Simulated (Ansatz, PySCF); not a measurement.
Ca(F)2 cation (CaF2), SMILES [F][Ca][F] (connectivity only; charge and spin as stated), charge +1, multiplicity 2. Atoms are numbered in the order given.

```xyz
3

Ca     1.1890     0.0979    -0.2117
F     -0.7550     0.6531    -0.5765
F     -0.3873    -0.8143     0.7348
```
Charge +1, spin multiplicity 2.

The structure is a stationary point at TPSSh-D3(BJ)/def2-TZVP. The spin state was assumed, not searched. The isomer is the one that the SMILES or the coordinates give; other isomers of the formula were not compared.

Two levels are set side by side: PBE-D3(BJ)/def2-TZVP (Ansatz, a program for electronic structure) and TPSSh-D3(BJ)/def2-TZVP (PySCF). Each level has its own optimised geometry; the coordinates shown are those of the second. Frequencies come from the Hessian of PySCF at each geometry. Differences are taken from unrounded values.

```
quantity                            TPSSh-D3(BJ)  PBE-D3(BJ)  PBE-D3(BJ) minus TPSSh-D3(BJ)
----------------------------------  ------------  ----------  -----------------------------
mean bond length (Å)                       2.053       2.060                          0.007
bond Ca1–F2 (Å)                            2.054       2.060                          0.006
bond Ca1–F3 (Å)                            2.052       2.060                          0.008
highest harmonic wavenumber (cm⁻¹)           558         541                            -17
mean harmonic wavenumber (cm⁻¹)              414         398                            -16
zero-point energy (kcal/mol)                1.77        1.71                          -0.07
```

Exact exchange shortens and stiffens bonds; PBE has none. Differences between two approximate levels are no errors against the true value.
